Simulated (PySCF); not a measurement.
**Spin-rotation constants: `C=COC[C@@H](F)C#N`, C₅H₆FNO**

Geometry:
| atom | x (Å) | y (Å) | z (Å) |
| --- | --- | --- | --- |
| C1 | -2.346 | 0.757 | -0.455 |
| C2 | -1.945 | -0.227 | 0.331 |
| O3 | -0.677 | -0.649 | 0.577 |
| C4 | 0.368 | 0.009 | -0.097 |
| C5 | 1.678 | -0.696 | 0.275 |
| F6 | 1.872 | -1.793 | -0.534 |
| C7 | 2.807 | 0.210 | 0.144 |
| N8 | 3.686 | 0.930 | 0.039 |
| H9 | -3.394 | 0.972 | -0.545 |
| H10 | -1.679 | 1.375 | -1.027 |
| H11 | -2.636 | -0.835 | 0.898 |
| H12 | 0.418 | 1.065 | 0.203 |
| H13 | 0.231 | -0.048 | -1.186 |
| H14 | 1.618 | -1.070 | 1.308 |

Method used: GIAO BHandHLYP/pcSseg-1 magnetisability, rotational g tensor and spin-rotation constants, non-relativistic, gas phase in PySCF. Geometry: GFN2-xTB.

Task: Give the nuclear spin-rotation constants along the inertial axes (H = +C I·J) beside the isotropic shieldings.

Result: Rotational constants 4.4921, 1.0120, 0.8869 GHz. A star marks the isotopologue with that one atom substituted, in its own axes.
```csv
atom,isotope,Caa (kHz),Cbb (kHz),Ccc (kHz),mean (kHz),σ (ppm)
F6,19F,1.328,0.529,0.400,0.752,397.9
N8,14N,0.566,0.148,0.206,0.307,-56.1
H9,1H,0.323,-0.111,-0.102,0.037,27.6
H10,1H,-0.139,-0.058,-0.060,-0.086,27.7
H11,1H,-0.079,-0.044,-0.045,-0.056,25.1
H12,1H,-0.432,0.040,-0.099,-0.164,28.0
H13,1H,-0.420,-0.120,0.046,-0.165,27.6
H14,1H,-0.432,-0.093,0.038,-0.162,26.4
C1,13C*,1.779,0.190,0.153,0.707,95.2
C2,13C*,2.319,0.288,0.241,0.949,25.4
O3,17O*,-0.679,-0.158,-0.119,-0.319,216.8
C4,13C*,0.960,0.233,0.203,0.465,113.5
C5,13C*,1.170,0.218,0.199,0.529,106.3
C7,13C*,0.853,0.250,0.401,0.501,66.2
```
For the geometry as given, no vibrational averaging.

Task: How do the rotational constants and the g tensor change when H9, H10, H11, H12, H13, H14 are replaced by deuterium?

Result: Constants 4.0719, 0.9374, 0.8280 GHz; g -0.0442, -0.0093, -0.0114, against -0.0482, -0.0096, -0.0124 before.
